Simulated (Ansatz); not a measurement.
FHInO (`[O][InH][F]`) radical, relaxed with UKS PBE0-D4/def2-TZVP in the Gaussian-basis code of Ansatz from a PBE-D4/def2-SVP geometry. The force threshold is 0.005 eV/Å; the program also tests the step.

Total charge 0; spin multiplicity 2. In: def2 effective core potential.

Start:

```xyz
4

O     1.205   -1.285   -0.877
In    0.082    0.121    0.068
F    -1.824   -0.386   -0.085
H     0.537    1.551    0.893
```

Q: How much energy does the relaxation release, and in how many steps? (An estimate is asked.)

A: Computed: 0.03 eV, in 4 steps.

Q: Which bonds change most? (Best estimate.)

A: Ansatz gave: O1–In2 from 2.032 to 1.992 Å; In2–F3 from 1.978 to 1.943 Å; In2–H4 from 1.713 to 1.685 Å.

Q: Give the relaxed structure. (Estimate.)

A: Computed: 
```xyz
4

O     1.163   -1.263   -0.859
In    0.082    0.128    0.071
F    -1.782   -0.397   -0.094
H     0.537    1.532    0.883
```
